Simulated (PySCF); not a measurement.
C4H7Cl. Atoms are numbered in the order given.

```xyz
12

C      0.7501     2.1639     0.0000
C      0.0272     0.8502     0.0000
C     -1.4664     0.9056     0.0000
C      0.7328    -0.2876     0.0000
Cl     0.0413    -1.8744     0.0000
H      1.8420     2.0385     0.0000
H      0.4722     2.7612     0.8848
H      0.4722     2.7612    -0.8848
H     -1.9137    -0.0961     0.0000
H     -1.8312     1.4541    -0.8845
H     -1.8312     1.4541     0.8845
H      1.8249    -0.3014     0.0000
```
Charge 0, spin multiplicity 1.

Geometry optimised at PBE0-D3(BJ)/def2-SVP.

Calculation: SMD-PBE0/6-31G* (PySCF).

Solvation free energies are E(SMD) − E(gas) at the gas-phase geometry, for 1 M in both phases. In vacuum the dipole moment is 2.06 D.

```csv
solvent,ΔG(solv) (kcal/mol),its non-electrostatic (CDS) part,dipole (D)
water,0.1,3.3,2.80
2-propanol,-3.9,-1.0,2.75
1-octanol,-3.4,-0.7,2.70
```
